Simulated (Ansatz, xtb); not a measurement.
## Two isomers of BClH6OSi2

Structure a: `[SiH3][SiH2]OBCl`, a singlet. Structure b: `BO[Si@H]([SiH3])Cl`, a singlet. Both are isolated molecules in the gas phase, relaxed with B3LYP-D3(BJ)/def2-SVP; the shapes shown needn't be the lowest conformers.

a (Å):

```yaml
atoms:
  - { symbol: B, position_ang: [2.6256, -0.7173, -1.0297] }
  - { symbol: Cl, position_ang: [3.6784, -0.3884, 0.3788] }
  - { symbol: O, position_ang: [1.3192, -0.9258, -0.8761] }
  - { symbol: Si, position_ang: [0.9164, -0.6599, 2.5184] }
  - { symbol: Si, position_ang: [0.1233, -1.0043, 0.3279] }
  - { symbol: H, position_ang: [1.9056, -1.7019, 2.9081] }
  - { symbol: H, position_ang: [1.4960, 0.7017, 2.6793] }
  - { symbol: H, position_ang: [-0.2815, -0.7794, 3.4075] }
  - { symbol: H, position_ang: [-0.4955, -2.3527, 0.1988] }
  - { symbol: H, position_ang: [-0.8876, 0.0275, -0.0341] }
  - { symbol: H, position_ang: [3.1415, -0.7426, -2.1144] }
```

b (Å):

```xyz
11

B    -2.4015    1.1009    1.0963
Cl    1.2895    0.2063   -0.3517
O    -1.2498    1.5954    0.5926
Si   -0.4141    1.2928   -0.8381
Si   -1.6605   -0.0040   -2.3497
H    -3.0553    0.3066    0.4512
H    -2.7572    1.4749    2.1872
H     0.0204    2.6150   -1.3505
H    -1.9019   -1.3522   -1.7656
H    -2.9600    0.6538   -2.6704
H    -0.8540   -0.1383   -3.5975
```

Quicker runs give these differences E(b) − E(a): GFN2-xTB −6.06 kJ/mol; HF/STO-3G +14.45 kJ/mol (at GFN2-xTB geometries); r2SCAN-D4/def2-SVP +22.15 kJ/mol (at GFN2-xTB geometries).

Problem. Which of the two would you expect CCSD(T)/def2-SVP + ΔMP2/def2-TZVPP electronic energies to favour?

Solution. Too close to call at this level: CCSD(T)/def2-SVP + ΔMP2/def2-TZVPP gives E(b) − E(a) = −0.25 kJ/mol.

Level by level:

```tsv
level	geometry	E(b) − E(a) (kJ/mol)	departure from the last row (kJ/mol)	job, with rough time for the two
GFN2-xTB	GFN2-xTB	−6.06	−5.80	optimisation, 0.58 s
HF/STO-3G	GFN2-xTB	+14.45	+14.71	single point, 0.46 s
r2SCAN-D4/def2-SVP	GFN2-xTB	+22.15	+22.40	single point, 3.1 s
B3LYP-D3(BJ)/def2-SVP	B3LYP-D3(BJ)/def2-SVP	+17.31	+17.56	optimisation, 2.1 min
HF/def2-SVP	B3LYP-D3(BJ)/def2-SVP	+9.90	+10.15	part of the CCSD(T) run
MP2/def2-SVP	B3LYP-D3(BJ)/def2-SVP	+18.23	+18.48	part of the CCSD(T) run
CCSD(T)/def2-SVP	B3LYP-D3(BJ)/def2-SVP	+19.55	+19.81	single point
CCSD(T)/def2-SVP + ΔMP2/def2-TZVPP	B3LYP-D3(BJ)/def2-SVP	−0.25		single point, 41 s
```

As drawn, b has 1 Cl–Si, 1 B–H in place of 1 B–Cl, 1 Si–H.

The largest departure from CCSD(T)/def2-SVP + ΔMP2/def2-TZVPP is that of r2SCAN-D4/def2-SVP, 22.40 kJ/mol. The last row adds to CCSD(T) the change of the MP2 difference between the two basis sets, here −19.81 kJ/mol, a large step that makes the value less sure.

With harmonic frequencies from B3LYP-D3(BJ)/def2-SVP (ideal gas, rigid rotor, one conformer each, 298.15 K, 1 atm): on the last row, ΔE + ΔZPE = +0.76 kJ/mol. A mode under 50 cm⁻¹ makes harmonic enthalpies and free energies unreliable, so none is given.

The correlated steps freeze 17 core orbitals. Codes used: Ansatz 0.2.0, xtb 6.7.1; the last row on 2 threads of Intel(R) Xeon(R) Platinum 8488C (Sapphire Rapids) on a shared host.
